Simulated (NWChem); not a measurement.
Species: GeH₂, singlet; SMILES [GeH2]

Results from NWChem. Low-valent species are run as closed-shell singlets; no triplet was tried in these runs. Coordinates come from a PBE0-D3(BJ)/def2-TZVP optimisation.

Question: What does the run give for B3LYP/def2-SVPD? Quantities: highest occupied level (eV); orbital gap (eV); dipole (D).

Answer: 
- highest occupied level (eV) = -6.74
- orbital gap (eV) = 3.43
- dipole (D) = 0.23
